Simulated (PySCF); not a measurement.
This PySCF input asks for the NMR shieldings of `C=C(BC)C(=C)/C=C\OC`, C$_{8}$H$_{13}$BO; the geometry comes from GFN2-xTB.

```python
import basis_set_exchange as bse
import numpy as np
from pyscf import gto, dft
from pyscf.prop import nmr

atoms = """
C    -2.327488   -1.213676   -0.362200
C    -1.249959   -0.468502   -0.131641
B     0.175692   -1.065350    0.289967
C     0.635641   -0.611252    1.775674
C    -1.322570    0.997649   -0.251395
C    -2.389853    1.725903    0.094966
C    -0.118194    1.657166   -0.730550
C     1.037891    1.039724   -0.959222
O     1.219197   -0.322636   -0.808480
C     2.569894   -0.726609   -0.705227
H    -3.279305   -0.797100   -0.658089
H    -2.287791   -2.286160   -0.272017
H     0.327527   -2.215773    0.039583
H    -0.095326   -0.956209    2.503502
H     1.597247   -1.024846    2.079215
H     0.692990    0.472535    1.880865
H    -3.279348    1.269862    0.490921
H    -2.395236    2.800713    0.010979
H    -0.167652    2.721697   -0.908002
H     1.913912    1.565683   -1.317572
H     2.573090   -1.814104   -0.674705
H     3.038003   -0.340099    0.203980
H     3.126885   -0.381631   -1.580473
"""
names = dict.fromkeys(["C", "B", "O", "H"], "pcSseg-1")
basis = {el: gto.basis.parse(bse.get_basis(n, elements=[el], fmt="nwchem")) for el, n in names.items()}
mol = gto.M(atom=atoms, basis=basis, charge=0, verbose=0)
mf = dft.RKS(mol, xc="PBE0")
mf.grids.level = 2
mf.grids.alignment = dft.numint.BLKSIZE   # the property module wants whole blocks of grid points
mf.conv_tol = 1e-9
mf.kernel()

calc = nmr.RKS(mf)   # GIAO
C = mf.mo_coeff
Co = C[:, mf.mo_occ > 0]
resp = mf.gen_response(singlet=True, hermi=2)
def vind(x):   # induced exchange potential for any number of trial vectors
    d = np.einsum("pi,xij,qj->xpq", C, 2 * x.reshape(-1, C.shape[1], Co.shape[1]), Co, optimize=True)
    return np.einsum("xpq,pi,qj->xij", resp(d - d.transpose(0, 2, 1)), C, Co, optimize=True).ravel()
mo1, _ = nmr.rhf.solve_mo1(calc, with_cphf=vind)
sigma = calc.kernel(mo1)
for i, s in enumerate(sigma):   # ppm
    print("%2d %-2s %9.2f" % (i, mol.atom_pure_symbol(i), np.trace(s) / 3))
```

Q: What are the results?

A: 
```
 0 C      63.39
 1 C      25.44
 2 B      89.68
 3 C     185.04
 4 C      35.09
 5 C      68.72
 6 C      60.33
 7 C      43.25
 8 O     260.91
 9 C     122.90
10 H      25.81
11 H      26.44
12 H      27.90
13 H      31.99
14 H      31.58
15 H      31.55
16 H      26.17
17 H      26.69
18 H      25.75
19 H      26.03
20 H      27.63
21 H      27.90
22 H      28.03
```

These numbers come from an equivalent density-fitted implementation of the same equations, which agrees with the script to about 0.01 ppm for H and up to a few tenths of a ppm for heavy atoms, so last digits may differ.

Size and cost of the density-fitted run: 235 basis functions, 100 s wall time on 1 thread of an Arm Neoverse N1, shared host; peak memory 1.1 GiB.
